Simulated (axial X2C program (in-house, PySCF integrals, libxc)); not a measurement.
TiO: nuclear properties from DFT to coupled cluster

Computed with an axial X2C code built on PySCF integrals: two-component X2C with atomic mean-field Coulomb and Gaunt terms, Gaussian nuclei, basis Ti dyall-acv3z, O dyall-av3z with contracted cores.

R = 1.599 Å (near the PBE0 minimum at charge 0 of the determinant lowest at the starting distance; the state shown can have its own minimum elsewhere); state Ω = 1 (⟨Sz⟩ = -1.00, ⟨Lz⟩ = 2.00 at PBE0).

```csv
level,Eeff magnitude (GV/cm),Ws magnitude Ti (kHz),A∥/gI Ti (MHz),qzz Ti (a.u.),A∥/gI O (MHz),μ (D)
PBE0,0.441,0.166,-396,-0.75,-5.48,-3.59
HF,0.727,0.273,-166,-0.59,36.9,-4.05
B3LYP,0.427,0.161,-459,-0.78,-7.53,-3.66
```

Eeff is the effective electric field on the electron electric dipole moment in this Ω state and Ws the scalar–pseudoscalar constant of the nucleus named (defined with the proton number Z and per Ω); A∥ (defined per Ω) follows by multiplying with gI = μI/(I μN); qzz is the electric field gradient, eQq0 = 234.96 MHz × Q/barn × qzz; μ is positive if the O end (last atom) is positive. The operators were transformed with the bare-nucleus X2C matrices; with these basis sets, hyperfine constants and field gradients can be off by tens of per cent, and where levels differ in sign neither size nor sign is settled.

Finite-field MP2, CCSD and CCSD(T), with 18 electrons correlated in 130 natural virtual spinors (MP2 remainder added):

| level | Eeff magnitude (GV/cm) | Ws magnitude Ti (kHz) | A∥/gI Ti (MHz) | qzz Ti (a.u.) | A∥/gI O (MHz) | μ (D) |
| --- | --- | --- | --- | --- | --- | --- |
| MP2 | 0.351 | 0.133 | -471 | -0.79 | -89 | -3.33 |
| CCSD | 0.536 | 0.202 | -386 | -0.62 | -4.98 | -3.77 |
| CCSD(T) | 0.469 | 0.177 | -417 | -0.77 | -21.7 | -3.48 |

T1 = 0.034 (Lee–Taylor). One unrestricted determinant, the lowest of a limited PBE0 search, is the reference; the functionals treat spin collinearly. With several open shells it need not be a pure state. Eeff spreads by more than a factor of two over the levels. Correlation of the inner shells is missing, which matters for properties at the nucleus. Number of frozen shells: Ti 2 s, 1 p; O 1 s.

(1) By how much does correlation change each value, CCSD(T) against HF?

Results:

(1) Eeff magnitude -35 %; Ws magnitude Ti -35 %; A∥/gI Ti 151 %; qzz Ti 31 %; A∥/gI O from 36.9 to -21.7, a change of sign; μ -14 %.
